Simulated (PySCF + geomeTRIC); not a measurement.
A geometry relaxed with ωB97X-D3(BJ)/def2-TZVP (PySCF + geomeTRIC), charge 0, multiplicity 1:

```xyz
9

S      0.0777    -1.0240    -1.8461
H     -1.7297     0.4262     1.8798
H      2.3977    -0.4235     0.8607
H     -0.4263    -2.1619    -1.3453
S     -1.9824    -0.2048     0.7232
S      0.6190     1.9891    -0.3817
H     -0.2532     2.1702    -1.3847
Si    -0.0033     0.0031     0.0026
S      1.2725    -0.7480     1.5150
```

**Question.** Write the SMILES of this molecule.

**Answer.** `S[Si](S)(S)S`
